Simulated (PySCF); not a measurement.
Compound: C₈H₈S.
Z-matrix (Å and degrees, PBE0-D3(BJ)/def2-SVP geometry), rows numbered from 1:
```
C 
C   1  1.4967
S   2  1.6422  1  123.15
C   2  1.4443  1  115.67  3  -180.00
C   4  1.5447  2  136.62  1    -0.09
C   5  1.5133  4   90.08  2  -149.96
C   6  1.5089  5   60.10  4   -90.03
C   4  1.5380  2  127.07  1   142.90
C   8  1.4843  4   61.16  2   114.46
H   1  1.0962  2  111.06  3    -0.26
H   1  1.1036  2  110.01  3  -121.83
H   1  1.1037  2  109.99  3   121.22
H   5  1.0908  4  132.59  2     0.17
H   6  1.0904  5  129.35  7  -119.28
H   7  1.0904  5  129.39  6   119.22
H   8  1.0908  4  124.53  9  -121.11
H   9  1.0908  4  124.46  8   121.12
```

Level: B3LYP/def2-SVPD in PySCF, non-relativistic, on one gas-phase PBE0-D3(BJ)/def2-SVP geometry that isn't relaxed in the solvent. The solvent is an IEF-PCM continuum (van der Waals radii × 1.2), and excitations are vertical TDDFT with non-equilibrium linear response and a frozen core. The model holds no explicit solvent molecules, cavitation or dispersion.

Gas-phase singlets (H = HOMO, L = LUMO):

```tsv
state	E (eV)	λ (nm)	f	leading configurations
S1	2.630	471	0.000	H→L 100%
S2	4.138	300	0.230	H-1→L 95%
S3	4.338	286	0.001	H-2→L 100%
S4	5.442	228	0.019	H-3→L 74%, H→L+1 18%
S5	5.560	223	0.052	H→L+1 70%, H-3→L 15%
```

**Question.** How does the list change in benzene (ε = 2.271)?

**Answer.** 
| state | E (eV) | λ (nm) | f | leading configurations | change by rank (eV) |
| --- | --- | --- | --- | --- | --- |
| S1 | 2.704 | 459 | 0.000 | H→L 100% | +0.074 |
| S2 | 3.966 | 313 | 0.314 | H-1→L 97% | -0.172 |
| S3 | 4.206 | 295 | 0.001 | H-2→L 100% | -0.132 |
| S4 | 5.340 | 232 | 0.045 | H-3→L 92% | -0.102 |
| S5 | 5.585 | 222 | 0.003 | H-4→L 99% | +0.025 |

**Question.** What are the lowest 5 singlets in chloroform (ε = 4.711)?

**Answer.** 
```csv
state,E (eV),λ (nm),f,leading configurations,change by rank (eV)
S1,2.765,448,0.000,H→L 100%,+0.135
S2,3.941,315,0.311,H-1→L 97%,-0.197
S3,4.125,301,0.001,H-2→L 99%,-0.213
S4,5.289,234,0.048,H-3→L 92%,-0.153
S5,5.521,225,0.002,H-4→L 99%,-0.039
```

**Question.** The ground-state energy changes by -0.169 eV from gas to chloroform. By how much does the total energy of gas-phase S1 change?

**Answer.** E(S1) = E(S0) + excitation energy, so it changes by -0.169 + 0.135 = -0.034 eV: it is lowered less than the ground state, which is what a blue shift means. This is the vertical state, with the slow part of the continuum still set for S0.

**Question.** How do the frontier levels move from gas to chloroform?

**Answer.** 
```csv
orbital,gas (eV),solvent (eV),change (eV)
LUMO+2,0.63,0.84,+0.21
LUMO+1,0.38,0.54,+0.16
LUMO,-1.93,-2.01,-0.08
HOMO,-5.88,-6.09,-0.21
HOMO-1,-6.43,-6.43,0.00
HOMO-2,-7.18,-7.06,+0.12
HOMO-3,-7.97,-7.94,+0.03
```

The HOMO–LUMO gap goes from 3.94 to 4.08 eV. Rows go by rank; for LUMO+1 and LUMO+2 the atom shares or the degeneracy differ between the runs, so the row needn't follow one orbital.

The run took 44 s on one thread of an Intel Xeon at 2.60 GHz, no GPU, shared host, and the process peaked at 1.2 GiB of memory. This is the whole response run at B3LYP/def2-SVPD in chloroform, SCF included.
